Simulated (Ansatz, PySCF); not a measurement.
Ge(Et)(OH)3 (C₂H₈GeO₃), SMILES C[CH2][Ge]([OH])([OH])[OH].

Geometry: B3LYP-D3(BJ)/def2-SVP. The values are those of a single conformer.

Vertical ionisation energy (IE) and electron affinity (EA) in eV. Rows of orbital energies are one-electron estimates. Where ΔSCF, EOM or ADC give a negative EA the extra electron is unbound and the value depends on the basis.

```json
[
 {"level": "−ε(HOMO), −ε(LUMO), M06-2X/def2-TZVP (PySCF)", "IE": "9.68", "EA": "-0.75"},
 {"level": "−ε(HOMO), −ε(LUMO), PBE/def2-TZVP (PySCF)", "IE": "(withheld)", "EA": "(withheld)"},
 {"level": "ΔSCF, CAM-B3LYP/def2-SVPD (Ansatz), final states of multiplicity 2 and 2", "IE": "10.68", "EA": "-0.87"},
 {"level": "ΔSCF, PBE/def2-SVPD (Ansatz), final states of multiplicity 2 and 2", "IE": "9.81", "EA": "-0.58"}
]
```

Q: What belongs in the gaps? (The exact figures need the calculation; the answer reports its results.)

A: 
- −ε(HOMO), −ε(LUMO), PBE/def2-TZVP (PySCF), IE: 6.82
- −ε(HOMO), −ε(LUMO), PBE/def2-TZVP (PySCF), EA: 0.81

Q: What vertical singlet–triplet gap does ΔSCF give with CAM-B3LYP/def2-SVPD (Ansatz, an electronic-structure program) and with PBE/def2-SVPD (Ansatz)? (Estimate from the structure and the level; the computed values follow.)

A: 7.01 and 5.85 eV (triplet above singlet where positive).
